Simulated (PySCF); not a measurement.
PySCF input for chloro(ethenylsilyl)silane (C2H7ClSi2), SMILES C(=C)[SiH2][SiH2]Cl, PBE-D3(BJ)/def2-SVP. The structure is a stationary point at PBE-D3(BJ)/def2-SVP. One conformer was computed; it need not be the lowest.

```python
import numpy as np
from pyscf import gto, scf, dft, df
from pyscf.hessian import thermo

mol = gto.M(
    atom='''
    C    -3.39104278    0.65907216    0.57252497
    C    -2.53144295    0.02622859   -0.25224468
    Si   -0.88836425   -0.69747722    0.30284811
    Si    0.88369655    0.62054474   -0.51314280
    Cl    2.68992603   -0.28121103    0.05059982
    H    -4.33694730    1.09551395    0.20735176
    H    -3.19079113    0.76608739    1.65294905
    H    -2.79157232   -0.04616768   -1.32527705
    H    -0.69643041   -2.09508942   -0.22505242
    H    -0.81805316   -0.71349455    1.80670962
    H     0.85644571    0.72772776   -2.01437969
    H     0.84886831    2.01126016    0.05994552
    ''',
    basis='def2-SVP',
    charge=0,
    spin=0,
    max_memory=1600,
    verbose=3,
)
mf = dft.RKS(mol, xc='pbe').density_fit(auxbasis='def2-universal-jkfit')
mf.disp = 'd3bj'
mf.grids.level = 3
mf.conv_tol = 1e-11
mf.max_cycle = 100
mf.kernel()

# [left out here: the lines that compute and print the analytic Hessian (its translational invariance restored by hand, since the grid's response is missing), thermochemistry and intensities]
```

Log of the run:

```
[...]
       3  Si                -0.01  0.04  0.04    0.00  0.01  0.03   -0.00 -0.00 -0.01
       4  Cl                 0.01 -0.01 -0.01    0.00 -0.00 -0.01    0.00  0.01  0.01
       5   H                -0.12 -0.17  0.01    0.12 -0.00 -0.13    0.05 -0.07 -0.14
       6   H                -0.01  0.14 -0.01   -0.05 -0.03  0.00   -0.09  0.06  0.01
       7   H                -0.11 -0.05  0.04    0.20 -0.06  0.04    0.08 -0.04  0.07
       8   H                -0.07 -0.20  0.33   -0.34  0.02 -0.07   -0.07 -0.05  0.10
       9   H                -0.05  0.32 -0.03    0.31  0.07 -0.04   -0.03  0.18 -0.04
      10   H                -0.02 -0.37  0.01    0.33 -0.17  0.01   -0.53  0.08  0.00
      11   H                -0.06  0.19 -0.33   -0.21  0.09 -0.17    0.61 -0.02  0.06
Mode                                12                  13                  14
Irrep
Freq [cm^-1]                      713.1156            721.2968            816.8530
Reduced mass [au]                   1.1964              1.1929              1.1840
Force const [Dyne/A]                0.3585              0.3657              0.4655
Char temp [K]                    1026.0145           1037.7855           1175.2695
Normal mode                   x     y     z       x     y     z       x     y     z
       0   C                -0.01  0.00 -0.01    0.00  0.01 -0.01   -0.00  0.00 -0.00
       1   C                -0.07  0.02 -0.08   -0.04 -0.06 -0.00   -0.02 -0.02  0.00
       2  Si                 0.01 -0.02  0.03    0.05  0.02 -0.00    0.05  0.00  0.00
       3  Si                -0.01  0.00  0.01    0.02  0.02 -0.00   -0.05 -0.01  0.00
       4  Cl                -0.00  0.00  0.00    0.00 -0.01  0.01    0.00  0.01 -0.00
       5   H                -0.05  0.09  0.19    0.06  0.15  0.02    0.02  0.05 -0.00
       6   H                 0.15 -0.12 -0.03   -0.01 -0.11  0.01   -0.02 -0.03  0.01
       7   H                -0.00 -0.01 -0.09    0.02  0.07 -0.03   -0.02  0.04 -0.00
       8   H                -0.22 -0.02 -0.05   -0.68 -0.11  0.06   -0.37 -0.03 -0.04
       9   H                 0.75  0.04 -0.01   -0.19 -0.14  0.01   -0.32  0.00  0.02
      10   H                -0.09 -0.03  0.01   -0.42 -0.09  0.00    0.55  0.01 -0.00
      11   H                 0.32  0.04 -0.06   -0.27 -0.02  0.04    0.54  0.01 -0.01
Mode                                15                  16                  17
Irrep
Freq [cm^-1]                      882.0826            903.3006            939.0289
Reduced mass [au]                   1.0528              1.0522              1.3495
Force const [Dyne/A]                0.4826              0.5058              0.7011
Char temp [K]                    1269.1204           1299.6485           1351.0535
Normal mode                   x     y     z       x     y     z       x     y     z
       0   C                -0.01  0.00 -0.00   -0.00 -0.00  0.00   -0.07 -0.13  0.02
       1   C                -0.00  0.00  0.00   -0.01 -0.01 -0.00    0.02  0.04 -0.01
       2  Si                 0.01 -0.03  0.02    0.01 -0.00  0.00    0.00  0.00 -0.00
       3  Si                 0.01  0.00 -0.00    0.01 -0.03  0.02   -0.00  0.00 -0.00
       4  Cl                -0.00  0.00 -0.00   -0.00 -0.00  0.00    0.00 -0.00  0.00
       5   H                 0.01  0.05  0.02    0.01  0.02 -0.01    0.28  0.53 -0.10
       6   H                 0.00 -0.04  0.00   -0.00  0.01  0.00    0.28  0.51 -0.10
       7   H                -0.03 -0.04  0.01   -0.00  0.02 -0.00   -0.01 -0.03  0.00
       8   H                -0.07  0.21 -0.63   -0.07  0.03 -0.10   -0.01 -0.00  0.01
       9   H                -0.12  0.67  0.03   -0.07  0.10  0.00   -0.00 -0.02 -0.00
      10   H                -0.08 -0.12 -0.01   -0.07  0.67  0.06    0.00 -0.01 -0.00
      11   H                -0.07 -0.05  0.11   -0.07  0.25 -0.63    0.00 -0.00  0.01
Mode                                18                  19                  20
Irrep
Freq [cm^-1]                      979.0164           1001.0177           1228.5686
Reduced mass [au]                   1.2056              1.0789              1.3226
Force const [Dyne/A]                0.6808              0.6370              1.1761
Char temp [K]                    1408.5867           1440.2416           1767.6366
Normal mode                   x     y     z       x     y     z       x     y     z
       0   C                 0.07 -0.03  0.05    0.00 -0.01  0.01    0.02  0.01  0.10
       1   C                -0.04 -0.00 -0.06    0.03  0.07 -0.02   -0.06  0.02 -0.08
       2  Si                 0.00 -0.00  0.02    0.00  0.00  0.00    0.01 -0.00 -0.00
       3  Si                 0.00  0.00 -0.00   -0.00 -0.00  0.00   -0.00  0.00 -0.00
       4  Cl                -0.00 -0.00 -0.00    0.00 -0.00 -0.00   -0.00 -0.00  0.00
       5   H                 0.18 -0.21 -0.44    0.18  0.28 -0.11    0.07 -0.07 -0.15
       6   H                -0.36  0.27  0.10   -0.26 -0.39  0.09   -0.28  0.18  0.14
       7   H                -0.45  0.33  0.02   -0.39 -0.63  0.13    0.62 -0.37 -0.22
       8   H                -0.07  0.02 -0.06   -0.01 -0.01  0.03   -0.00 -0.01 -0.00
       9   H                 0.14 -0.01  0.01   -0.00 -0.05  0.00   -0.04  0.02  0.00
      10   H                -0.00 -0.01 -0.00    0.01  0.02  0.00   -0.00 -0.00 -0.00
      11   H                -0.01 -0.00  0.01    0.00  0.00 -0.01    0.00 -0.00  0.00
Mode                                21                  22                  23
Irrep
Freq [cm^-1]                     1368.9834           1614.6778           2148.2009
Reduced mass [au]                   1.1758              4.7915              1.0311
Force const [Dyne/A]                1.2984              7.3602              2.8035
Char temp [K]                    1969.6624           2323.1618           3090.7828
Normal mode                   x     y     z       x     y     z       x     y     z
       0   C                -0.01  0.00 -0.00    0.13 -0.09 -0.11    0.00 -0.00 -0.00
       1   C                 0.09 -0.06 -0.05   -0.13  0.09  0.10    0.00  0.00 -0.00
       2  Si                -0.01  0.00 -0.00    0.01 -0.00 -0.00   -0.00  0.02 -0.01
       3  Si                -0.00 -0.00  0.00    0.00 -0.00  0.00   -0.00  0.01 -0.02
       4  Cl                 0.00  0.00 -0.00    0.00  0.00  0.00    0.00 -0.00 -0.00
       5   H                -0.17  0.21  0.60    0.06  0.01  0.23   -0.00 -0.00  0.00
       6   H                -0.54  0.31  0.09   -0.22  0.10 -0.09   -0.00  0.00 -0.00
       7   H                -0.09  0.04 -0.02    0.09 -0.03  0.07   -0.00  0.00  0.00
       8   H                -0.01  0.00  0.00    0.02 -0.00  0.01    0.08 -0.55 -0.22
       9   H                 0.01 -0.01 -0.01   -0.02  0.01  0.00    0.02  0.01  0.37
      10   H                -0.00 -0.00  0.00   -0.00 -0.00 -0.00    0.01 -0.03  0.58
      11   H                 0.00  0.00 -0.00   -0.00 -0.00 -0.00    0.01 -0.33 -0.15
Mode                                24                  25                  26
Irrep
Freq [cm^-1]                     2150.0909           2157.8723           2167.1129
Reduced mass [au]                   1.0302              1.0500              1.0531
Force const [Dyne/A]                2.8059              2.8805              2.9140
Char temp [K]                    3093.5020           3104.6978           3117.9930
Normal mode                   x     y     z       x     y     z       x     y     z
       0   C                 0.00 -0.00  0.00    0.00 -0.00  0.00   -0.00  0.00 -0.00
       1   C                -0.00  0.00  0.00    0.00 -0.00 -0.00   -0.00  0.00  0.00
       2  Si                 0.00 -0.02  0.01    0.00 -0.01 -0.02   -0.00  0.01  0.03
       3  Si                -0.00  0.01 -0.01   -0.00  0.02  0.02   -0.00  0.02  0.02
       4  Cl                -0.00  0.00 -0.00    0.00  0.00 -0.00   -0.00 -0.00 -0.00
       5   H                 0.00 -0.00 -0.00   -0.00  0.00  0.00    0.00 -0.00 -0.00
       6   H                 0.00 -0.00  0.00   -0.00  0.00  0.00    0.00 -0.00 -0.00
       7   H                 0.00 -0.00 -0.00   -0.00  0.00 -0.00    0.00 -0.00  0.01
       8   H                -0.07  0.51  0.20   -0.04  0.32  0.11    0.05 -0.40 -0.15
       9   H                -0.02 -0.00 -0.42    0.03 -0.01  0.56   -0.03  0.01 -0.58
      10   H                 0.01 -0.03  0.56   -0.00  0.03 -0.38   -0.00  0.03 -0.40
      11   H                 0.01 -0.39 -0.17    0.01 -0.57 -0.23    0.01 -0.48 -0.20
Mode                                27                  28                  29
Irrep
Freq [cm^-1]                     3049.6500           3066.5119           3143.6205
Reduced mass [au]                   1.0584              1.0912              1.1169
Force const [Dyne/A]                5.7998              6.0457              6.5031
Char temp [K]                    4387.7673           4412.0278           4522.9700
Normal mode                   x     y     z       x     y     z       x     y     z
       0   C                 0.04 -0.03 -0.04   -0.01  0.01  0.02    0.06 -0.02  0.07
       1   C                -0.01  0.00 -0.02   -0.01 -0.01 -0.08    0.00  0.00  0.01
       2  Si                 0.00 -0.00 -0.00    0.00 -0.00 -0.00   -0.00  0.00  0.00
       3  Si                -0.00 -0.00 -0.00   -0.00  0.00 -0.00   -0.00  0.00  0.00
       4  Cl                 0.00  0.00  0.00   -0.00 -0.00  0.00    0.00 -0.00  0.00
       5   H                -0.57  0.26 -0.24    0.12 -0.05  0.05   -0.57  0.26 -0.22
       6   H                 0.13  0.05  0.62   -0.05 -0.03 -0.28   -0.12 -0.07 -0.64
       7   H                 0.07  0.02  0.30    0.21  0.06  0.87   -0.03 -0.01 -0.10
       8   H                 0.00  0.00  0.00   -0.00  0.00  0.00    0.00 -0.00 -0.00
       9   H                 0.00 -0.00  0.00    0.00 -0.00  0.00   -0.00  0.00 -0.00
      10   H                 0.00 -0.00  0.00    0.00 -0.00  0.00    0.00  0.00 -0.00
      11   H                 0.00  0.00  0.00    0.00 -0.00  0.00    0.00 -0.00 -0.00
temperature 298.1500 [K]
pressure 101325.00 [Pa]
Rotational constants [GHz] 7.54291 0.87921 0.83257
Symmetry number 1
Zero-point energy (ZPE) 0.07584 [Eh]   199114.178 [J/mol]
                           tot       elec      trans        rot        vib
Entropy [J/mol/K]       388.108      0.000    168.731    119.059    100.318
Cv [J/mol/K]            120.601      0.000     12.472     12.472     95.658
Cp [J/mol/K]            128.916      0.000     20.786     12.472     95.658
Internal energy [J/mol]                      3718.434   3718.434 213922.655
Internal energy [Eh]   -1118.55828  -1118.64259
Enthalpy [J/mol]                             6197.391   3718.434 213922.655
Enthalpy [Eh]          -1118.55733
Gibbs free energy [J/mol]                  -44109.827 -31779.001 184012.983
Gibbs free energy [Eh] -1118.60141
mode   freq/cm-1   IR/(km/mol)
   1       39.92         0.194
   2       49.28         0.289
   3       93.83         1.039
   4      164.37         0.853
   5      258.02         1.150
   6      343.62        14.276
   7      404.02         4.178
   8      497.83         5.875
   9      527.48        75.714
  10      543.93         1.335
  11      638.97        20.042
  12      677.03         9.925
  13      713.12        38.441
  14      721.30       341.154
  15      816.85        24.782
  16      882.08        48.849
  17      903.30        91.584
  18      939.03        30.199
  19      979.02         5.909
  20     1001.02         9.557
  21     1228.57         0.766
  22     1368.98         9.567
  23     1614.68         3.065
  24     2148.20       129.239
  25     2150.09         9.042
  26     2157.87         7.079
  27     2167.11       155.824
  28     3049.65         9.480
  29     3066.51         4.205
  30     3143.62         6.408
max |gradient| / (hartree/bohr): 5.0805038200878535e-05
APT charges: [-0.0422 -0.3106  0.7607  0.9976 -0.529   0.0383  0.0277  0.0149 -0.2316
 -0.2232 -0.252  -0.2506]
```

Self-consistency was reached.
